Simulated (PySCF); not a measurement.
Isomers of C13H12.

All values: PBE0/def2-SVPD (PySCF) at PBE0-D3(BJ)/def2-SVP geometries, gas phase, one conformer each. Core orbitals are frozen in the response; Δα² is half the sum of the squared differences of the principal polarisabilities.

Question: Rank by dipole moment, highest first.
A. `[CH2:1]=[C:2]([CH3:3])[c:4]1[cH:5][cH:6][c:7]2[cH:8][cH:9][cH:10][cH:11][c:12]2[cH:13]1` with C1–C2–C4–C5 146°
B. `[C@@]1(C)(C#C)C[C@@]21C(C#CC)=CC=C2`
C. `[cH:1]1[cH:2][cH:3][c:4]([CH2:5][c:6]2[cH:7][cH:8][cH:9][cH:10][cH:11]2)[cH:12][cH:13]1` with C3–C4–C5–C6 129°, C4–C5–C6–C7 -52°
D. `CC#CC1[C@@]2(C[C@]2(C)C#C)C=CC=1`
E. `[CH2:1]=[CH:2][C:3]1=[CH:4][C@@H:5]2[CH2:6][C@H:7]1[c:8]1[cH:9][cH:10][cH:11][cH:12][c:13]12` with C1–C2–C3–C4 -173°

Answer: B (1.28 D), D (0.98 D), E (0.53 D), A (0.36 D), C (0.12 D).

Question: Rank by mean static polarisability, lowest first.
A. `[CH2:1]=[CH:2][C:3]1=[CH:4][C@@H:5]2[CH2:6][C@H:7]1[c:8]1[cH:9][cH:10][cH:11][cH:12][c:13]12` with C1–C2–C3–C4 -173°
B. `[CH3:1][c:2]1[cH:3][cH:4][cH:5][c:6](-[c:7]2[cH:8][cH:9][cH:10][cH:11][cH:12]2)[cH:13]1` with C5–C6–C7–C8 142°
C. `[CH2:1]=[C:2]([CH3:3])[c:4]1[cH:5][cH:6][c:7]2[cH:8][cH:9][cH:10][cH:11][c:12]2[cH:13]1` with C1–C2–C4–C5 146°
D. `[CH3:1][c:2]1[cH:3][cH:4][c:5](-[c:6]2[cH:7][cH:8][cH:9][cH:10][cH:11]2)[cH:12][cH:13]1` with C4–C5–C6–C7 -143°
E. `[CH3:1][c:2]1[cH:3][cH:4][cH:5][cH:6][c:7]1-[c:8]1[cH:9][cH:10][cH:11][cH:12][cH:13]1` with C6–C7–C8–C9 -124° (2-methylbiphenyl)

Answer: A (21.71 Å³), E (22.36 Å³), B (23.00 Å³), D (23.28 Å³), C (23.95 Å³).

All values together:

```tsv
SMILES	μ (D)	HOMO (eV)	LUMO (eV)	α (Å³)	Δα (Å³)
Cc1ccc(-c2ccccc2)cc1	0.54	-6.42	-0.91	23.28	18.79
c1ccc(Cc2ccccc2)cc1	0.12	-6.84	-0.44	21.87	10.35
C=C(C)c1ccc2ccccc2c1	0.36	-6.19	-1.39	23.95	19.36
C=CC1=C[C@@H]2C[C@H]1c1ccccc12	0.53	-6.20	-1.05	21.71	9.62
Cc1ccccc1-c1ccccc1	0.38	-6.68	-0.77	22.36	13.63
C1=CCC=CC(c2ccccc2)=C1	0.39	-6.18	-1.34	23.33	17.20
C#C[C@@]1(C)C[C@]12C=CC=C2C#CC	0.98	-5.82	-1.27	22.96	12.58
Cc1cccc(-c2ccccc2)c1	0.44	-6.54	-0.95	23.00	16.60
C#C[C@@]1(C)C[C@@]12C=CC=C2C#CC	1.28	-5.88	-1.31	23.30	14.11
```

Conformers: `[CH3:1][c:2]1[cH:3][cH:4][c:5](-[c:6]2[cH:7][cH:8][cH:9][cH:10][cH:11]2)[cH:12][cH:13]1` with C4–C5–C6–C7 -143°; `[cH:1]1[cH:2][cH:3][c:4]([CH2:5][c:6]2[cH:7][cH:8][cH:9][cH:10][cH:11]2)[cH:12][cH:13]1` with C3–C4–C5–C6 129°, C4–C5–C6–C7 -52°; `[CH2:1]=[C:2]([CH3:3])[c:4]1[cH:5][cH:6][c:7]2[cH:8][cH:9][cH:10][cH:11][c:12]2[cH:13]1` with C1–C2–C4–C5 146°; `[CH2:1]=[CH:2][C:3]1=[CH:4][C@@H:5]2[CH2:6][C@H:7]1[c:8]1[cH:9][cH:10][cH:11][cH:12][c:13]12` with C1–C2–C3–C4 -173°; `[CH3:1][c:2]1[cH:3][cH:4][cH:5][cH:6][c:7]1-[c:8]1[cH:9][cH:10][cH:11][cH:12][cH:13]1` with C6–C7–C8–C9 -124°; `[CH:1]1=[CH:2][CH2:3][CH:4]=[CH:5][C:6]([c:7]2[cH:8][cH:9][cH:10][cH:11][cH:12]2)=[CH:13]1` with C5–C6–C7–C8 -38°, C1–C2–C3–C4 -67°, C2–C3–C4–C5 69°, C4–C5–C6–C7 153°, C2–C1–C13–C6 33°; `[CH3:1][c:2]1[cH:3][cH:4][cH:5][c:6](-[c:7]2[cH:8][cH:9][cH:10][cH:11][cH:12]2)[cH:13]1` with C5–C6–C7–C8 142°.
